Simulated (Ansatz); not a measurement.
`C=C[O][InH2]` + `N=O` → `C=CN=O` + `[OH][InH2]` at 400 K and 1 bar (substitution at a C–O bond).

Isolated molecules relaxed with PBE0-D4/def2-TZVP in Ansatz; ΔE leaves out vibrations. CCSD(T)/CBS adds triple-zeta CCSD(T) − MP2 to the extrapolated MP2 energy (def2 sets, frozen cores). This one scheme is used for every species. def2 core potentials past Kr. For In outer-core shells are correlated without core-valence functions, which leaves a few kJ/mol of doubt a bond. One conformer a species, not always the lowest.

```tsv
species	CCSD(T)/CBS energy (Eh)	H − E (kJ/mol)	S (J/(mol·K))
`C=C[O][InH2]`	-344.06070	181.6	367.0
`N=O`	-130.36585	50.4	230.5
`C=CN=O`	-207.66330	149.6	295.6
`[OH][InH2]`	-266.78179	85.2	295.5
```

H − E and S are ideal-gas, rigid-rotor, harmonic terms from PBE0-D4/def2-TZVP, for one conformer and one mirror image of each species. 1 Eh = 2625.50 kJ/mol, R = 8.31446 J/(mol·K).

Question: By hand: ΔE, ΔH, ΔS and ΔG.

Answer: ΔE = (-207.66330) + (-266.78179) − (-344.06070) − (-130.36585) = -0.01854 Eh = -48.7 kJ/mol. Δ(H − E) = 149.6 + 85.2 − 181.6 − 50.4 = 2.8, so ΔH = -45.9 kJ/mol. ΔS = 295.6 + 295.5 − 367.0 − 230.5 = -6.4 J/(mol·K). ΔG = -45.9 − 400 × (-6.4)/1000 = -43.3 kJ/mol.

Question: By hand: the equilibrium constant, and the temperature at which ΔG would vanish if ΔH and ΔS stayed fixed.

Answer: log₁₀ K = −ΔG/(RT ln 10) = 5.7. ΔG = 0 at ΔH/ΔS = 7172 K, far beyond where these terms or the molecules hold.

The number of gas molecules stays the same, so ΔS is small and ΔH decides. A doubt of 5 kJ/mol in ΔE shifts log₁₀ K by 0.7 here. Other conformers and mirror images would add mixing entropy, several J/(mol·K) or more a flexible species. These are equilibria of isolated gas molecules and say nothing of rates. Largest T1 diagnostic: 0.017 (customary marks: 0.02 for closed shells, 0.045 for open ones).
